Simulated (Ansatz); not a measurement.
Consider the formal loss of a carbene: `CC(=S)O[SiH2]O` → `[CH2]` (triplet) + `O[SiH2]OC=S`.

Gas-phase electronic energies from Ansatz, PBE0-D4/def2-TZVP geometries. CCSD(T)/CBS is the MP2 limit (def2-TZVPP, def2-QZVPP) plus CCSD(T) − MP2 in def2-TZVPP, frozen cores. This one scheme is used for every species. DFT in def2-TZVPP. B3LYP here is the variant with VWN-RPA as its local correlation; programs differ in this. Triplets are unrestricted, without spin–orbit coupling. Each species was taken in one conformer, which may not be the lowest.

`CC(=S)O[SiH2]O`:

```xyz
12

C     0.778    0.481    1.308
C     0.275    1.370    0.217
S     0.217    2.986    0.311
O    -0.136    0.739   -0.889
Si   -0.313   -0.875   -1.256
O    -1.422   -1.601   -0.298
H     0.006   -0.242    1.592
H     1.642   -0.091    0.953
H     1.069    1.066    2.175
H     0.953   -1.599   -1.020
H    -0.723   -0.850   -2.674
H    -2.347   -1.383   -0.421
```

`[CH2]` (triplet):

Cartesian coordinates in Å:
```
C 0.095 -0.102 0.238
H -0.956 0.138 0.280
H 0.862 -0.036 -0.518
```

`O[SiH2]OC=S`:

Cartesian coordinates in Å:
```
O 0.430 -0.345 1.892
Si -0.330 0.579 0.785
O -0.578 -0.259 -0.643
C 0.308 -0.404 -1.623
S 0.094 -1.339 -2.912
H -0.027 -1.098 2.271
H -1.693 0.963 1.200
H 0.575 1.715 0.517
H 1.221 0.187 -1.487
```

CCSD(T)/CBS gives +4.74 eV.

(1) Another level gave +4.60 eV. Which?
A. HF/def2-TZVPP
B. B3LYP/def2-TZVPP
C. PBE-D4/def2-TZVPP
D. CCSD(T)/def2-TZVPP

Largest T1 diagnostic among the species: 0.016.

## Answers

(1) D. CCSD(T)/def2-TZVPP 4.60, HF/def2-TZVPP 3.18, PBE-D4 4.80, B3LYP 4.51 eV.

The D4 term adds +0.16 eV with B3LYP and +0.08 eV with PBE0; it sums over pairs of atoms, weighted by their polarisabilities, and B3LYP, whose exchange is more repulsive, gets the larger term. From PBE to PBE0 (25 % exact exchange), in def2-TZVPP and without D4, ΔE moves by −0.06 eV.
